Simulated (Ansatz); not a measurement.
Reactions of `CN([SiH2]O)[SiH](O)F`.

Program: Ansatz. Geometries: PBE0-D4/def2-TZVP. ΔE: electronic, gas phase. CCSD(T)/CBS adds triple-zeta CCSD(T) − MP2 to the extrapolated MP2 energy (def2 sets, frozen cores). This one scheme is used for every species, atoms too. DFT in def2-TZVPP. Open shells (•) are unrestricted, without spin–orbit coupling. Spin–orbit coupling would lower the free atoms: a little for C, F, O, Si. Bonds to Se are less sure, by a few kJ/mol each and by 10 to 20 or more in all where they break to atoms, as the def2 sets lack core-valence functions. Scalar relativity is left out up to krypton. Each species was taken in one conformer, which may not be the lowest.

```tsv
reaction	CCSD(T)/CBS(def2) (kcal/mol)
`CN([SiH2]O)[SiH](O)F` + `NCF` → `N[C@@H](F)[Si@@H](O)F` + `CN[SiH2]O`	24.3
`CN([SiH2]O)[SiH](O)F` → `CN[SiH2]O` + `O[Si]F`	52.3
`CN([SiH2]O)[SiH](O)F` + `C[SeH]` → `C[Se][SiH](O)F` + `CN[SiH2]O`	3.2
`CN([SiH2]O)[SiH](O)F` → C• + F• + 8 H• + N• + 2 O• + 2 Si•	?
`CN([SiH2]O)[SiH](O)F` + `O[SiH](O)S` → `O[SiH](O)S[SiH](O)F` + `CN[SiH2]O`	?
`CN([SiH2]O)[SiH](O)F` + H₂ → `CN([SiH2]O)[SiH2]O` + H–F	34.7
```

Question: Fill in the missing values. (An estimate is asked.)

Answer: Ansatz gave: `CN([SiH2]O)[SiH](O)F` → C• + F• + 8 H• + N• + 2 O• + 2 Si•: +1383.3 kcal/mol; `CN([SiH2]O)[SiH](O)F` + `O[SiH](O)S` → `O[SiH](O)S[SiH](O)F` + `CN[SiH2]O`: -0.3 kcal/mol.

Largest T1 diagnostic: 0.015, for `O[Si]F`.
